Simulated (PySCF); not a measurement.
A structure optimised at PBE-D3(BJ)/def2-SVP, used in a PySCF frequency run:

```xyz
5

In     0.0040     0.3888     0.0000
Cl     1.9632     1.6951     0.0000
Cl    -2.0443     1.5586     0.0000
Se     0.0763    -2.1241     0.0000
H     -1.4110    -2.1466     0.0000
```

Q: Write its SMILES, formula and point group.

A: [Cl][In]([Cl])[SeH], Cl2HInSe, Cs

Q: What are its rotational constants (standard atomic weights)?

A: 1.7599, 0.89293, 0.59237 GHz
